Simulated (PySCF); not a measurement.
An unknown gives this computed stick spectrum. Theory: TDDFT wB97X-D/def2-SVPD, vertical, gas phase, core orbitals frozen in the response in PySCF 2.14.0, density-fitted response routines. Geometries: GFN2-xTB, one conformer each.

```csv
state,ν̃ (cm⁻¹),f,"main configurations (H = HOMO, L = LUMO)"
S1,43490,0.012,"H→L (79%), H→L+1 (12%)"
S2,46920,0.0015,"H-2→L (38%), H-1→L (25%), H-3→L (16%)"
S3,48220,0.0077,"H→L+1 (51%), H→L (18%)"
S4,52680,0.025,"H→L+2 (54%), H→L+3 (19%), H→L+6 (11%)"
S5,53900,0.420,"H-1→L (65%), H-2→L (25%)"
S6,56520,0.146,"H-3→L (66%), H-2→L (22%)"
S7,57490,0.0026,"H→L+4 (51%), H→L+5 (35%)"
S8,59310,0.021,"H→L+3 (30%), H→L+6 (16%), H→L+2 (9%)"
```

Triplets computed (Tamm–Dancoff): 4.20, 5.18, 5.31 eV.

Orbital energies (eV): HOMO-3 -10.51, HOMO-2 -10.27, HOMO-1 -10.10, HOMO -8.88, LUMO 0.52, LUMO+1 1.77, LUMO+2 1.87.

Question: Which structure fits? All have the formula C3H9ClSSi2.
A. `CS[Si@@H](Cl)/C=C/[SiH3]`
B. `C[C@@H]1C[Si@@H](Cl)S[SiH2]1`
C. `C/C=C\[SiH2]S[SiH2]Cl`

Answer: A. Its S1, at 5.39 eV, is the lowest among the candidates; the nearest of the others has S1 at 5.87 eV. S1 is HOMO→LUMO (79%), HOMO→LUMO+1 (12%). Löwdin shares by element: HOMO sulfur 71%, carbon 10% or more, silicon 7% or more; LUMO carbon 59% or more, silicon 19% (atoms not listed hold the other 22%). At the same level the other candidates give, for their lowest levels:
- `C/C=C\[SiH2]S[SiH2]Cl`: 5.87 eV (f 0.040); 6.32 eV (f 0.038); 6.57 eV (f 0.269); 6.66 eV (f 0.011); 6.87 eV (f 0.014); T1 4.29 eV; HOMO -9.13, LUMO 0.91 eV
- `C[C@@H]1C[Si@@H](Cl)S[SiH2]1`: 6.09 eV (f 0.014); 6.54 eV (f 0.001); 6.90 eV (f 0.016); 7.18 eV (f 0.011); 7.44 eV (f 0.031); T1 5.69 eV; HOMO -9.16, LUMO 1.41 eV

Conformer computed: `[CH3:1][S:2][Si@@H:3]([Cl:4])/[CH:5]=[CH:6]/[SiH3:7]`: C1–S2–Si3–Cl4 55°, S2–Si3–C5–C6 4°.
